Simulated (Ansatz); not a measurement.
Pulling on the Bi1–H2 bond in BiClH2 (SMILES [Cl][BiH2]) (multiplicity 1 held, fragments rigid). Energies count from the point at 1.802 Å.
Geometry at that point (charge 0, multiplicity 1):
```xyz
4

Bi    -0.2674    -0.2143     0.2276
H     -1.6569     0.3555    -0.7689
H     -0.1066    -1.6562    -0.8418
Cl     1.4091     1.1227    -1.0164
```

Signs of static correlation in def2-SVP, with CASSCF(2,2), from Ansatz (a program for electronic structure) runs.

```tsv
R (Å)	T1 of restricted CCSD	⟨S²⟩ of UHF	largest double amplitude of restricted CCSD	weight of the CASSCF reference in MRCISD	CASSCF natural occupations
1.442	0.012	0.000	0.049	0.908	1.98 0.02
1.622	0.013	0.000	0.049	0.908	1.97 0.03
1.802	0.013	0.000	0.049	0.908	1.96 0.04
1.983	0.014	0.000	0.067	0.907	1.94 0.06
2.163	0.016	0.000	___	0.907	1.91 0.09
2.433	0.019	0.484	0.205	0.907	1.85 0.15
2.703	0.025	0.751	0.297	0.907	1.75 0.25
3.154	0.039	0.929	0.464	0.907	1.54 0.46
3.605	___	0.985	0.634	0.907	1.34 0.66
4.145	0.064	1.005	0.792	0.907	1.17 0.83
4.866	0.068	1.010	0.909	0.907	1.07 0.93
5.767	0.067	1.011	0.963	0.907	1.02 0.98
```

### Question
Complete the blanks.

### Answer

- 2.163, largest double amplitude of restricted CCSD: 0.102
- 3.605, T1 of restricted CCSD: 0.053

Doubts at one or more of the structures used: a restricted determinant that unrestricted orbitals would lower (R-CCSD(T)/def2-SVP); other coupled-cluster roots lie near (R-CCSD(T)/def2-SVP); T1 above 0.05 (R-CCSD(T)/def2-SVP, U-CCSD(T)/def2-SVP); a spin-contaminated determinant (U-CCSD(T)/def2-SVP).
